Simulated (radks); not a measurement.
Exchange energies: the exact (Fock) value of the Kohn-Sham orbitals and density-functional approximations, in hartree. Species: Yb+ [Xe] 4f14 6s1; Ne3+ [He] 2s2 2p3; Rb8+ [Ar] 3d10 4s1; Cl13+ [He] 2s2; Si4+ [Ne]. Calculated with a radial shooting solver on a logarithmic mesh with Libxc functionals: non-relativistic Kohn-Sham, PBE, spin-polarised, spherical densities, point nucleus. Every spin shell is full or empty, so the densities are truly spherical. Functionals are evaluated on that one density, not self-consistently.

functional,Yb+,Ne3+,Rb8+,Cl13+,Si4+
exact,-275.707,-10.4797,-94.3082,-13.3215,-19.1713
LDA,-265.24,-9.4155,-88.976,-11.658,-17.525
B88,-276.65,-10.458,-94.331,-13.308,-19.154
PBEsol,-271.19,-10.020,-91.871,-12.638,-18.447
revPBE,-275.75,-10.467,-94.071,-13.356,-19.136
RPBE,-275.86,-10.490,-94.139,-13.398,-19.164
SOGGA,-271.17,-10.010,-91.850,-12.619,-18.435
B86b,-276.50,-10.463,-94.318,-13.315,-19.162
G96,-277.70,-10.468,-94.596,-13.315,-19.182
Tao-Mo,-274.12,-10.487,-93.623,-13.416,-19.147
MVS,-276.40,-10.445,-94.319,-13.222,-19.143
